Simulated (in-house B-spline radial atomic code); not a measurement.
Whole-atom quantities along the 1-electron series, configuration 1s1. Computed with a B-spline radial code for spherical atoms: non-relativistic Hartree-Fock, average of the configuration, point nuclei.

| ion | Z | E/Z² (Eh) | Σ<r²> (bohr²) | n(0)/Z³ (bohr⁻³) | Lamb diamagnetic shielding (ppm) |
| --- | --- | --- | --- | --- | --- |
| H | 1 | -0.5 | 3 | 0.31831 | 17.75 |
| He+ | 2 | -0.5 | 0.75 | 0.31831 | 35.501 |
| Li2+ | 3 | -0.5 | 0.33333 | 0.31831 | 53.251 |
| Be3+ | 4 | -0.5 | 0.1875 | 0.31831 | 71.002 |
| B4+ | 5 | -0.5 | 0.12 | 0.31831 | 88.752 |
| C5+ | 6 | -0.5 | 0.083333 | 0.31831 | 106.5 |
| N6+ | 7 | -0.5 | 0.061224 | 0.31831 | 124.25 |
| O7+ | 8 | -0.5 | 0.046875 | 0.31831 | 142 |
| F8+ | 9 | -0.5 | 0.037037 | 0.31831 | 159.75 |

(1) With what power of Z does the column «Σ<r²> (bohr²)» change over this range?

## Answers

(1) A fit of the logarithm of its size against log Z from Z = 1 to 9 has slope -2.00. Unscreened non-relativistic hydrogenic orbitals would give -2.
